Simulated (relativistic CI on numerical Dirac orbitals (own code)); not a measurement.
**Ligand-field terms of d3**

Computed with a parametric ligand-field model of a d^n configuration (Racah B and C, spin-orbit zeta, crystal field), exact diagonalisation.

Field parameters in Wybourne normalisation: Oh B⁴₀ = 21Dq, B⁴₄ = √(5/14) B⁴₀; Td as Oh with Dq negative (B⁴₀ = 21Dq, B⁴₄ = √(5/14) B⁴₀). The field is a parameter set, without covalency.

Lowest levels for B = 310, C = 1380, ζ = 750 cm⁻¹, Oh, 10Dq = 14200 cm⁻¹?

Γ8 0 (S 1.49), Γ8 6475 (S 0.52), Γ8 6654 (S 0.51), Γ6 6902 (S 0.51), Γ8 10575 (S 0.54), Γ7 10632 (S 0.53), Γ7 14012 (S 1.49), Γ8 14213 (S 1.48), Γ8 14444 (S 1.49) cm⁻¹, with S from ⟨S²⟩ = S(S + 1). The ground level has 0.01 electrons in the cubic e pair.

Lowest levels for B = 630, C = 2370, ζ = 2150 cm⁻¹, Oh, 10Dq = 20800 cm⁻¹?

Γ8 0 (S 1.48), Γ8 11181 (S 0.61), Γ8 11951 (S 0.53), Γ6 12794 (S 0.55), Γ7 18813 (S 0.89), Γ8 19007 (S 0.89), Γ7 20985 (S 1.30), Γ8 21596 (S 1.37), Γ8 21895 (S 1.34) cm⁻¹, with S from ⟨S²⟩ = S(S + 1). The ground level has 0.03 electrons in the cubic e pair.

Lowest levels for B = 320, C = 1510, ζ = 580 cm⁻¹, Oh, 10Dq = 37100 cm⁻¹?

Γ8 0 (S 1.50), Γ8 7198 (S 0.50), Γ8 7304 (S 0.50), Γ6 7404 (S 0.50), Γ7 11940 (S 0.50), Γ8 11946 (S 0.50), Γ7 36888 (S 1.50), Γ8 37021 (S 1.50), Γ8 37235 (S 1.50) cm⁻¹, with S from ⟨S²⟩ = S(S + 1). The ground level has 0.00 electrons in the cubic e pair.

Lowest levels for B = 630, C = 2930, ζ = 710 cm⁻¹, Td, 10Dq = -8950 cm⁻¹?

Γ8 0 (S 1.48), Γ7 236 (S 1.50), Γ8 974 (S 1.50), Γ6 1499 (S 1.50), Γ8 5415 (S 0.55), Γ8 8365 (S 1.47), Γ7 8368 (S 1.48), Γ6 8849 (S 1.48), Γ8 8962 (S 1.49) cm⁻¹, with S from ⟨S²⟩ = S(S + 1). The ground level has 1.95 electrons in the cubic e pair.

Lowest levels for B = 620, C = 2430, ζ = 660 cm⁻¹, Oh, 10Dq = 15300 cm⁻¹?

Γ8 0 (S 1.50), Γ8 11682 (S 0.56), Γ8 12252 (S 0.52), Γ6 12480 (S 0.54), Γ7 15059 (S 1.49), Γ8 15201 (S 1.48), Γ6 15600 (S 1.48), Γ8 15620 (S 1.46), Γ8 18021 (S 0.56) cm⁻¹, with S from ⟨S²⟩ = S(S + 1). The ground level has 0.00 electrons in the cubic e pair.
